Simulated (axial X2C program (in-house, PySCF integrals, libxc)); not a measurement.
# Which molecule has these constants?

All values come from calculations with an in-house all-electron X2C program for linear molecules (integrals from PySCF), spin-free (one-electron X2C) or two-component (2c: spin–orbit coupling with atomic mean-field Coulomb and Gaunt terms, which also bring small scalar terms), in Dyall basis sets with cores contracted in-house; open shells are unrestricted.

A two-component PBE0 calculation in a Dyall 3-zeta basis gave Re = 1.772 Å, ωe = 574.8 cm⁻¹, Ω = 4.

Question: Which molecule is it?
A. CaN⁺
B. MnN⁺
C. NiN⁺
D. GeN⁺
E. TiN⁺

Answer: C. The others have CaN⁺ 2.138 Å and 540.1 cm⁻¹ (Ω = 1); TiN⁺ 1.505 Å and 1229.9 cm⁻¹ (Ω = 0); MnN⁺ 1.772 Å and 513.1 cm⁻¹ (Ω = 3/2); GeN⁺ 1.899 Å and 643.9 cm⁻¹ (Ω = 1).

Each entry is the lowest single determinant of a limited PBE0 search at one distance. De goes to single-determinant-based atoms at the same level (for ions the charge split of lowest energy) and is withheld (n/a) where an atom does not fit its ground term or J level. Main or longest-lived isotopes. One determinant is a doubtful description, or other states lie close, for NiN⁺, CaN⁺, MnN⁺, GeN⁺; these need not be ground states, and all values refer to the states named. Some open-shell Ω = 0 determinants are out of reach, so the Ω given for NiN⁺, CaN⁺, GeN⁺ need not be the lowest component. With several unpaired electrons the Ω given is that of one determinant, not necessarily of the lowest component. The functionals have no current term, which raises determinants with orbital currents.
